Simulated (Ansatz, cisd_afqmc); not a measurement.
Species: PbCl, charge 0, doublet. PbCl (SMILES [Cl][Pb], doublet).
B3LYP-D3(BJ)/def2-TZVP minimum from Ansatz (a quantum-chemistry and plane-wave program):
```
Pb
Cl 1 2.4909
```
Charge 0, spin multiplicity 2.

Total energies in def2-SVP, 11 correlated electrons, 14 frozen orbitals. Open shells are spin-unrestricted; no spin-orbit coupling. Correlated methods leave the cores frozen (noble-gas shells, and filled d and f shells in the p block). Past Kr the def2 sets carry scalar-relativistic core potentials. AFQMC/CISD: phaseless, guided by CISD from CCSD amplitudes; bars are statistical, one sigma. Outlying blocks are dropped, and bars are widened where a walk drifts. Over all cases where full CI ran beside it in this data, AFQMC minus full CI had a median of +0.1 mEh and passed +0.4 mEh in a tenth of the cases. Spin-orbit terms, left out, reach several kcal/mol for Br and I, and more for heavier atoms. The spin of ClPb ([Cl][Pb], doublet) was assumed, and the state is the lowest solution found for it.

```csv
method,program,energy (Eh),minus CCSDTQ (mEh)
HF,Ansatz,-651.23727,197.36
MP2,Ansatz,-651.40863,26.00
CCSD,Ansatz,-651.42911,5.52
CCSD(T),Ansatz,-651.43362,1.01
CCSDT(Q),Ansatz,-651.43468,-0.05
CCSDTQ,Ansatz,-651.43463,0.00
AFQMC/CISD,cisd_afqmc,-651.4342 ± 0.0002,0.4 ± 0.2
```

Rough core times of Ansatz's runs on a shared machine: CCSD(T) under 20 s, CCSDT(Q) 20 s, CCSDTQ 20 min.
